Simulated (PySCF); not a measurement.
C2H6S, charge +1, doublet, geometry from GFN2-xTB (a state made from the parent by changing its charge; the spin is typed, not shown lowest). Base run: HF/STO-3G run with PySCF.

The PySCF input:
```python
from pyscf import gto, scf

mol = gto.M(
    atom='''
C     1.280893    0.211694    0.683356
S     0.014998    0.283227   -0.566551
C    -1.303907   -0.646300    0.186007
H     1.542266   -0.823657    0.904808
H     2.157716    0.740657    0.316898
H     0.932316    0.678877    1.605392
H    -0.984868   -1.671282    0.379763
H    -2.153038   -0.652327   -0.493589
H    -1.596275   -0.196255    1.135370
''',
    basis='sto-3g',
    charge=1,
    spin=1,
    verbose=4,
)

mf = scf.UHF(mol)
mf.kernel()
mo_i, mo_e, stable_i, stable_e = mf.stability(internal=True, external=True, return_status=True, nroots=6, tol=1e-6)
print('internally stable:', stable_i, ' externally stable:', stable_e)
if not stable_i:
    umf = mf.copy()
    umf.scf_summary = {}
    umf.kernel(umf.make_rdm1(mo_i, mf.mo_occ))
```

The bond that is stretched is that between atoms 7 and 3. A test that says stable can miss a lower solution.

The base run was repeated with changes; each row names its change, and settings that it needs were set with it.

```tsv
change	ΔE vs base (mEh)	<S^2>	E after following the instability (Eh)	<S^2> there	stability test says
base	0.000	0.758	-	-	stable
bond × 1.25	42.275	0.761	-	-	stable
bond × 1.5	112.8	0.979	-	-	stable
bond × 1.8	154.6	1.399	-	-	stable
bond × 2.2	221.4	0.753	-471.11268	1.57	internal instability
bond × 3.0	223.4	0.750	-471.10836	1.62	internal instability
```

On stretching, the SCF can end on different states; <S^2> shows the spin contamination of each.
